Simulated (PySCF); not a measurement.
Excitations are Tamm–Dancoff values on a coarser integration grid. The basis has no diffuse functions, so Rydberg states are missing or too high.

Cartesian coordinates (Å):
```xyz
9

C      1.0372    -0.4879    -0.2442
C     -0.1251     0.4404    -0.4213
O     -0.2194     1.2800    -1.2847
C     -1.2868     0.3125     0.5739
O     -1.3021    -0.4839     1.4724
H      1.4633    -0.3610     0.7535
H      1.7875    -0.2938    -1.0062
H      0.6948    -1.5236    -0.2998
H     -2.1088     1.0284     0.3800
```
Charge 0, multiplicity 1.

Task: Give the S1 excitation (TDA), total energy and LUMO at the level M06-2X/def2-TZVP // B3LYP-D3(BJ)/def2-TZVP run with PySCF.

Result: 
S1 excitation (TDA): 2.78 eV
total energy: -267.1449 Ha
LUMO: -1.64 eV
